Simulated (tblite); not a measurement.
Run record: tight-binding relaxation, `CC/C=N/[CH]C(F)(F)F` [radical].

Computed with GFN2-xTB geometry optimisation, gas phase (tblite 0.8.0). Start geometry: from a force field or distance geometry. A driver script takes a list of jobs; this job's settings line and coordinates (Å) are shown.

Command:
```bash
OMP_NUM_THREADS=1 python probes_run.py task.json out
```

Input:
```
{"job": {"kind": "relax", "xc": "GFN2-xTB", "basis": "xTB"}, "charge": 0, "multiplicity": 2}
C     -2.619100     0.768900     0.191700
C     -1.846000    -0.478100    -0.144600
C     -0.432500    -0.119700    -0.546800
N      0.564400    -0.435700     0.182500
C      1.803300    -0.061300    -0.260000
C      3.060400    -0.359300     0.477500
F      3.084600     0.208000     1.709700
F      3.279300    -1.684900     0.640700
F      4.150300     0.125000    -0.185400
H     -2.678200     1.443000    -0.666200
H     -3.654000     0.514800     0.482500
H     -2.165600     1.319000     1.018700
H     -2.317700    -1.014200    -0.956500
H     -1.806000    -1.149900     0.730300
H     -0.342800     0.451800    -1.497000
H      1.911800     0.481700    -1.188400
```

Output:
```
step      E/eV     max force
  0    -852.29921    2.816
  1    -852.42397    0.895
  2    -852.44119    0.308
  3    -852.44881    0.225
  4    -852.45372    0.243
  5    -852.45757    0.182
  6    -852.46020    0.124
  7    -852.46170    0.096
  8    -852.46294    0.101
  9    -852.46453    0.140
... (34 lines left out)
 44    -852.60099    0.038
 45    -852.60127    0.040
 46    -852.60151    0.029
 47    -852.60166    0.031
 48    -852.60177    0.030
 49    -852.60186    0.020
 50    -852.60192    0.013
 51    -852.60194    0.012
 52    -852.60195    0.010
 53    -852.60196    0.008
```

«max force» is the largest atomic force in eV/Å.

From which step on does the largest force stay under 0.1 eV/Å, and how much energy is left to gain from there?

From step 37 (0.086 eV/Å), 4.2 meV above the end.

In short: energy lowered by 7.0 kcal/mol over 53 steps; largest atomic force 0.008 eV/Å at the end.

Give the final coordinates.

0.300 Å rms from the input after alignment:
```
atom  x, y, z in Å
C1    -2.7058    0.7144    0.2530
C2    -1.7325   -0.4062   -0.1161
C3    -0.4375    0.1333   -0.6008
N4     0.6705   -0.2561   -0.0831
C5     1.9033   -0.1628   -0.4847
C6     2.9919   -0.3838    0.5070
F7     2.7690    0.2118    1.6883
F8     3.1961   -1.6921    0.7897
F9     4.1671    0.0802    0.0510
H10   -2.8973    1.3546   -0.6048
H11   -3.6504    0.2933    0.5862
H12   -2.2956    1.3223    1.0550
H13   -2.1807   -1.0108   -0.9122
H14   -1.5496   -1.0558    0.7400
H15   -0.4695    0.9145   -1.3617
H16    2.2135   -0.0478   -1.5180
```

The run took 0.32 s of wall time on one thread of an Arm Neoverse V1, shared host.
Labels such as C1 count atoms from 1, the log's own numbers from 0.
